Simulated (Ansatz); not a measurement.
Reaction (hydrogenolysis of the In–C bond): `C[CH2][InH][SH]` + H₂ → `[SH][InH2]` + `CC`

Program: Ansatz. Geometries: PBE0-D4/def2-TZVP. ΔE: electronic, gas phase. CCSD(T)/CBS is the MP2 limit (def2-TZVPP, def2-QZVPP) plus CCSD(T) − MP2 in def2-TZVPP, frozen cores. This one scheme is used for every species. DFT in def2-TZVPP. B3LYP here is the variant with VWN-RPA as its local correlation; programs differ in this. HSE06 is defined as in plane-wave codes. Elements past krypton have def2 core potentials. For In outer-core shells are correlated without core-valence functions, which leaves a few kJ/mol of doubt a bond. One conformer a species, not always the lowest.

Q: Is it downhill or uphill in electronic energy at CCSD(T)/CBS, and by how much? (Estimate.)

A: The calculation gave: Downhill: ΔE = -38.6 kJ/mol.

Q: What do these levels give: LDA (SPW92), PBE-D4, B3LYP-D4, BHLYP-D4, PBE-QIDH, r2SCAN0, HSE06, BHLYP, CAM-B3LYP, LC-ωPBE, RPA@PBE/def2-TZVPP, HF/def2-TZVPP? (Best estimate.)

A: Ansatz gave: LDA (SPW92) -46.5, PBE-D4 -42.9, B3LYP-D4 -48.7, BHLYP-D4 -56.1, PBE-QIDH -49.7, r2SCAN0 -54.3, HSE06 -55.9, BHLYP -67.2, CAM-B3LYP -62.6, LC-ωPBE -59.3, RPA@PBE/def2-TZVPP -43.9, HF/def2-TZVPP -82.5 kJ/mol.

Q: What do rigid-rotor, harmonic-oscillator terms from PBE0-D4/def2-TZVP frequencies (298.15 K, 1 bar) make of the CCSD(T)/CBS value? (Best estimate.)

A: The calculation gave: ΔZPE = +15.4 kJ/mol, ΔH = -28.4 kJ/mol, ΔS = 21 J/(mol·K), ΔG = -34.6 kJ/mol.

Largest T1 diagnostic among the species: 0.014.

From r2SCAN to r2SCAN0 (25 % exact exchange), in def2-TZVPP and without D4, ΔE moves by −5.3 kJ/mol. At CCSD(T), def2-SVP lies −20.8 kJ/mol from the extrapolated value and def2-TZVPP −5.3 kJ/mol. Leaving LDA and LC-ωPBE aside and taking each functional with its dispersion term where it has one, the values, not all of them listed here, spread over 23.5 kJ/mol, from B97M-V to revPBE-D4. LDA lies +3.8 kJ/mol from PBE without D4.
